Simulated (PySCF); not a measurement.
Sb(H)(SiH3)2 (H₇SbSi₂), SMILES [SiH3][SbH][SiH3]. The structure is a stationary point at PBE-D3(BJ)/def2-SVP. The def2 effective core potentials stand for the cores of Sb; spin–orbit coupling is left out.

Computed equilibrium geometry at PBE-D3(BJ)/def2-SVP (PySCF confirms it by a frequency run) as bond lengths and angles:
Atoms: Sb1 H2 Si3 H4 H5 H6 Si7 H8 H9 H10. Bonded distances (Å): Sb1–H2 1.736, Sb1–Si3 2.603, Sb1–Si7 2.603, Si3–H4 1.505, Si3–H5 1.506, Si3–H6 1.505, Si7–H8 1.505, Si7–H9 1.505, Si7–H10 1.506. Bond angles (°): H2–Sb1–Si3 90.2, H2–Sb1–Si7 90.2, Si3–Sb1–Si7 89.3, Sb1–Si3–H4 112.5, Sb1–Si3–H5 108.3, Sb1–Si3–H6 109.7, H4–Si3–H5 108.8, H4–Si3–H6 109.0, H5–Si3–H6 108.5, Sb1–Si7–H8 112.5, Sb1–Si7–H9 109.7, Sb1–Si7–H10 108.3, H8–Si7–H9 109.0, H8–Si7–H10 108.8, H9–Si7–H10 108.5.
